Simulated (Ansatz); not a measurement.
Consider the redistribution: `CO[SiH2][O][GeH3]` + `N[Si](O)(O)O` → `O[SiH2][O][GeH3]` + `CO[Si](N)(O)O`.

Isolated molecules relaxed with PBE0-D4/def2-TZVP in Ansatz; ΔE leaves out vibrations. CBS: MP2 limit from def2 TZ/QZ plus the TZ coupled-cluster correction, frozen cores. Functionals use def2-TZVPP. For Ge outer-core shells are correlated without core-valence functions, which leaves a few kJ/mol of doubt a bond. Scalar relativity is left out up to krypton. Each species was taken in one conformer, which may not be the lowest.

**Question.** Is it downhill or uphill in electronic energy at CCSD(T)/CBS, and by how much? (Best estimate.)

**Answer.** Computed: Nearly level: ΔE = -2.2 kJ/mol.

**Question.** What do these levels give: PBE-D4, PBE0-D4, ωB97X-V, ωB97M-V, PBE, r2SCAN, PBE0, HF/def2-TZVPP, MP2/def2-TZVPP, SCS-MP2/def2-TZVPP, SCS-MP2/def2-QZVPP, CCSD/CBS(def2)? (An estimate is asked.)

**Answer.** Computed: PBE-D4 -2.9, PBE0-D4 -1.9, ωB97X-V -2.2, ωB97M-V -2.2, PBE -2.6, r2SCAN -1.7, PBE0 -1.7, HF/def2-TZVPP 0.0, MP2/def2-TZVPP -2.2, SCS-MP2/def2-TZVPP -1.9, SCS-MP2/def2-QZVPP -2.0, CCSD/CBS(def2) -1.7 kJ/mol.

Largest T1 diagnostic among the species: 0.012.
